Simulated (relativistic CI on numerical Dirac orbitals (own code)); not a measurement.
# Electric-dipole lines of Bi⁶⁹⁺

These numbers are calculated, not measured: Dirac-Coulomb-Breit CI, KLI orbitals optimised for each configuration, a model potential for QED, unscaled Slater integrals (own radial code, finite nucleus).

Configuration list (outside the closed core [Ne]): 3s2 3p2, 3s2 3p 3d, 3s 3p3, 3s2 3d2, 3p4, 3s 3p2 3d, 3p2 3d2, 3s 3p 3d2, 3p3 3d, 3s2 3d 4s, 3s2 3d 4p, 3s2 3p 4s, 3s 3p 3d 4s, 3p3 4s, 3s 3p 3d 4p, 3p3 4p. Levels of other configurations are missing.

| λ vac (nm) | Lower | Upper | A (s⁻¹) | gf | Branching (%) |
| --- | --- | --- | --- | --- | --- |
| 1.3443 | 3s2 3p2 3P_0 [1] | 3s2 3p 3d 3D°_1 [7] | 1.28e+13 | 1.04e+00 | 99.9 |
| 1.3472 | 3s2 3p 3d 3P°_2 [8] | 3s2 3d2 3P_2 [71] | 8.47e+12 | 1.15e+00 | 71.8 |
| 1.3479 | 3s2 3p2 3P_1 [2] | 3s2 3p 3d 3P°_1 [23] | 1.02e+13 | 8.32e-01 | 91.9 |
| 1.3490 | 3s 3p2 3d 3D_2 [11] | 3s 3p 3d2 3D°_2 [77] | 1.15e+13 | 1.56e+00 | 84.9 |
| 1.3518 | 3s2 3p 3d 3F°_3 [9] | 3s2 3d2 1G_4 [70] | 8.41e+12 | 2.07e+00 | 93.3 |
| 1.3563 | 3s 3p3 3D°_1 [5] | 3s 3p2 3d 3D_1 [44] | 1.19e+13 | 9.88e-01 | 85.7 |
| 1.3567 | 3s 3p2 3d 3D_3 [12] | 3s 3p 3d2 3F°_4 [99] | 8.54e+12 | 2.12e+00 | 92.9 |
| 1.3603 | 3s 3p2 3d 3F_2 [14] | 3s 3p 3d2 3G°_3 [101] | 6.75e+12 | 1.31e+00 | 82.1 |
| 1.3609 | 3s 3p3 3P°_2 [4] | 3s 3p2 3d 3D_2 [40] | 8.63e+12 | 1.20e+00 | 86.8 |
| 1.3629 | 3s2 3p2 1D_2 [3] | 3s2 3p 3d 3D°_2 [24] | 1.00e+13 | 1.40e+00 | 72.2 |
| 1.3688 | 3s 3p2 3d 3D_3 [12] | 3s 3p 3d2 5D°_3 [97] | 8.10e+12 | 1.59e+00 | 93.7 |
| 1.3694 | 3s2 3p 3d 3F°_3 [9] | 3s2 3d2 3F_3 [66] | 6.88e+12 | 1.35e+00 | 61.1 |
| 1.3759 | 3s 3p3 3P°_2 [4] | 3s 3p2 3d 3D_3 [38] | 5.39e+12 | 1.07e+00 | 86.0 |
| 1.3764 | 3s2 3p2 1D_2 [3] | 3s2 3p 3d 3F°_3 [22] | 5.83e+12 | 1.16e+00 | 100.0 |
| 1.3937 | 3s2 3p 3d 3D°_1 [7] | 3s2 3d2 3F_2 [47] | 1.25e+13 | 1.81e+00 | 67.6 |
| 1.4263 | 3s2 3p 3d 3F°_4 [26] | 3s 3p2 3d 3F_4 [139] | 7.87e+12 | 2.16e+00 | 70.8 |
| 1.4384 | 3s2 3p2 1D_2 [3] | 3s 3p3 3S°_1 [21] | 6.76e+12 | 6.29e-01 | 76.0 |
| 1.4392 | 3s2 3p 3d 3F°_2 [6] | 3s 3p2 3d 3G_3 [41] | 6.22e+12 | 1.35e+00 | 89.5 |
| 1.4417 | 3s2 3p 3d 3F°_3 [22] | 3s 3p2 3d 3F_3 [128] | 8.76e+12 | 1.91e+00 | 55.9 |
| 1.4800 | 3s2 3p 3d 3P°_2 [8] | 3s 3p2 3d 3D_3 [56] | 4.18e+12 | 9.60e-01 | 86.4 |

Terms are leading LS components. Brackets give the number of a level in order of energy, since labels repeat. The list gives strong lines, with weight on those to low levels, without lines whose two gauges differ by over a factor of 2.5, among the lowest 200 of 570 levels, so that lines to higher ones, which can be the strongest, are missing. Levels whose partners in the same complex of configurations lie outside the list can be far off, and so can their lines. Rates are taken at the computed energies, electric ones in the length gauge.

At this charge energies of transitions that change n are usually good to better than 1 %, and those within a shell (Δn = 0) to a few per cent.

Question: From the table, what is the radiative lifetime of 3s2 3p 3d 3D°_1?

Answer: The listed rates from this level add up to about 1.28e+13 s⁻¹, 100 % of its decay; with all channels τ = 7.79e-14 s.

LS names give the leading component of a level, which can be under half, so a name can repeat, a term be missing and a line seem to break the LS rules.
